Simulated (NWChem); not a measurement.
System: CH3IOSi, singlet; SMILES CO[Si]I

```xyz
7

Si     1.2233    -1.1304     0.0002
I     -0.0791     1.0509     0.0000
O      0.0455    -2.2736    -0.0007
C     -1.3533    -2.3943     0.0003
H     -1.8421    -1.4064    -0.0193
H     -1.6673    -2.9726    -0.8820
H     -1.6698    -2.9378     0.9036
```
Atoms are numbered in this order, from 1.

All runs: NWChem. Low-valent species are run as closed-shell singlets; no triplet was tried in these runs. Coordinates come from a PBE0/def2-SVP optimisation. Not confirmed as a minimum by frequencies. def2 effective core potentials on I; no spin-orbit coupling. Ions are spin-unrestricted doublets at the neutral geometry; other ion states weren't tried.

For level B3LYP/def2-SVP:

```yaml
"−ε(HOMO) (eV)": 6.77
```

### Question
How do the values read with level PBE/def2-SVP instead?

### Answer
| Quantity | Value |
|---|---|
| −ε(HOMO) (eV) | 5.99 |
